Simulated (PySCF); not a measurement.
C7H9OP.
Cartesian coordinates in Å at the GFN2-xTB level; atoms count from 1:
```xyz
18
C7H9OP angstrom
C      2.9019    0.7217    0.5470
C      3.0532   -0.6264    0.6569
O      2.0336   -1.2684    0.0678
C      1.2026   -0.3263   -0.4305
P     -0.2605   -0.8800   -1.3454
C     -1.5261   -0.3991   -0.0951
C     -2.1624    0.9564   -0.2290
C     -2.9580   -0.2692   -0.5283
C      1.7019    0.9211   -0.1723
H      3.5598    1.4764    0.9274
H      3.8117   -1.2281    1.1176
H     -0.1259   -2.2020   -0.9079
H     -1.3364   -0.7612    0.9101
H     -2.3770    1.5096    0.6729
H     -1.8616    1.5769   -1.0604
H     -3.7269   -0.5716    0.1665
H     -3.1966   -0.4775   -1.5606
H      1.2582    1.8541   -0.4549
```

Mayer bond orders were computed from the PBE0/pcSseg-1 density (PySCF). One conformer (not necessarily the lowest) at the GFN2-xTB geometry, without solvent, vibrations or thermal averaging.

Task: The orders 0.96, 1.09, 1.28, 1.56 belong to the bonds C2–O3, C4–C9, P5–C6, C9–C1, in another order. Match them.

Result: P5–C6 0.96; C2–O3 1.09; C9–C1 1.28; C4–C9 1.56.

Task: Set the orders of all bonds between heavy atoms beside their lengths and the difference of the Mulliken charges at their ends.

Result: 
| bond | Mayer order | length (Å) | q(first) − q(second) (e) |
| --- | --- | --- | --- |
| C1–C2 | 1.595 | 1.361 | -0.300 |
| C4–C9 | 1.557 | 1.368 | +0.096 |
| C9–C1 | 1.283 | 1.413 | 0.000 |
| C2–O3 | 1.090 | 1.341 | +0.512 |
| O3–C4 | 1.045 | 1.351 | -0.307 |
| C7–C8 | 0.984 | 1.492 | -0.016 |
| P5–C6 | 0.965 | 1.843 | +0.909 |
| C8–C6 | 0.940 | 1.502 | +0.294 |
| C6–C7 | 0.936 | 1.503 | -0.279 |
| C4–P5 | 0.906 | 1.812 | -0.484 |

The Mayer order sums products of elements of PS (density times overlap matrix) between the two atoms' basis functions, so it depends on the basis set.
